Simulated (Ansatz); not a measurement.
Consider the atomization: `FC1=CCB1` → B• + 3 C• + F• + 4 H•.

Isolated molecules relaxed with PBE0-D4/def2-TZVP in Ansatz; ΔE leaves out vibrations. CBS: MP2 limit from def2 TZ/QZ plus the TZ coupled-cluster correction, frozen cores. This one scheme is used for every species, atoms too. DFT in def2-TZVPP. No spin–orbit coupling; open shells (•) take unrestricted orbitals. Spin–orbit coupling would lower the free atoms: a little for B, C, F.

```csv
level,ΔE (kJ/mol)
r2SCANh,3783.2
CCSD(T)/def2-SVP,3622.2
```

(1) What does CCSD(T)/CBS give? (An estimate is asked.)

Largest T1 diagnostic among the species: 0.014.

Answers

(1) Ansatz gave: +3757.3 kJ/mol. The listed levels differ from it by 25.9, -135.1 kJ/mol.

From BLYP to BHLYP (50 % exact exchange), in def2-TZVPP and without D4, ΔE moves by −113.7 kJ/mol: exact exchange takes away binding that semilocal exchange gives to molecules. Leaving LDA and LC-ωPBE aside and taking each functional with its dispersion term where it has one, the values, not all of them listed here, spread over 274.0 kJ/mol, from BHLYP-D4 to PBE-D4. LDA lies +497.1 kJ/mol from PBE without D4, its usual overbinding. The D4 term adds +23.7 kJ/mol with B3LYP and +12.2 kJ/mol with PBE0; it sums over pairs of atoms, weighted by their polarisabilities, and B3LYP, whose exchange is more repulsive, gets the larger term.

B3LYP here is the variant with VWN-RPA as its local correlation; programs differ in this.

For atomizations the MP2-based limit and the directly extrapolated one differ by several kJ/mol either way, and by 10 to 25 for some Ge, Se and Sn compounds, so smaller differences from it don't rank the levels.
